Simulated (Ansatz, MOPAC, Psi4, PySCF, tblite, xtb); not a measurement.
Dimer H3N ··· H3Al (SMILES N and [AlH3]), singlet at R = 2.49 Å between the centres of mass, closest contact 2.38 Å (a higher rigid-body minimum at GFN2-xTB). Geometry in Å and degrees:

```
Al
H 1 1.5802
H 1 1.5802 2 120.01
H 1 1.5802 2 120.00 3 -179.97
N 1 2.5604 2 90.01 4 -90.02
H 5 1.0136 1 68.33 2 59.92
H 5 1.0136 6 107.33 1 -57.54
H 5 1.0136 6 107.33 7 115.10
```

GFN2-xTB (tblite); SAPT0/jun-cc-pVDZ, frozen core (Psi4); PBE0/def2-TZVP, counterpoise-corrected (Psi4); PBE0-D3(BJ)/def2-TZVP, counterpoise-corrected (Psi4); PBE/def2-TZVP, counterpoise-corrected (Psi4); PBE-D3(BJ)/def2-TZVP, counterpoise-corrected (Psi4); wB97M-V/def2-TZVP, counterpoise-corrected (Psi4); RHF/aug-cc-pVTZ, counterpoise-corrected (Ansatz, a program for electronic structure); MP2/aug-cc-pVTZ = MP2 on RHF/aug-cc-pVTZ, frozen core, counterpoise-corrected run with Ansatz; CCSD/aug-cc-pVTZ = CCSD on RHF/aug-cc-pVTZ, frozen core, counterpoise-corrected run with Ansatz; CCSD(T)/aug-cc-pVTZ = CCSD(T) on RHF/aug-cc-pVTZ, frozen core, counterpoise-corrected run with Ansatz; RHF/aug-cc-pVQZ, counterpoise-corrected (Ansatz); MP2/aug-cc-pVQZ = MP2 on RHF/aug-cc-pVQZ, frozen core, counterpoise-corrected (Ansatz); PM7, restricted, heats of formation (MOPAC); PM3, restricted, heats of formation (MOPAC); GFN1-xTB (xtb); RKS-B3LYP/6-31G* = restricted B3LYP/6-31G*, spherical d, no counterpoise correction run with PySCF 2.14.0; RMP2/6-31G* = restricted MP2 (frozen core)/6-31G*, spherical d, no counterpoise correction (PySCF 2.14.0); RHF/STO-3G = restricted Hartree-Fock/STO-3G, no counterpoise correction in PySCF; RHF/3-21G = PySCF with restricted Hartree-Fock/3-21G, no counterpoise correction.

Task: What interaction energy does each level give?

Result: 
| method | E_int / kJ/mol |
|---|---|
| PM3 | -70.86 |
| GFN1-xTB | -46.69 |
| GFN2-xTB | -38.78 |
| PBE-D3(BJ)/def2-TZVP | -27.53 |
| PBE0-D3(BJ)/def2-TZVP | -24.62 |
| PBE/def2-TZVP | -21.95 |
| wB97M-V/def2-TZVP | -20.55 |
| RKS-B3LYP/6-31G* | -20.53 |
| PBE0/def2-TZVP | -19.72 |
| MP2/aug-cc-pVQZ | -16.45 |
| CCSD(T)/aug-cc-pVTZ | -15.49 |
| MP2/aug-cc-pVTZ | -14.81 |
| RMP2/6-31G* | -14.73 |
| CCSD/aug-cc-pVTZ | -11.24 |
| SAPT0/jun-cc-pVDZ | -3.83 |
| RHF/3-21G | 3.09 |
| RHF/STO-3G | 8.59 |
| RHF/aug-cc-pVQZ | 9.07 |
| RHF/aug-cc-pVTZ | 9.43 |
| PM7 | 26.52 |
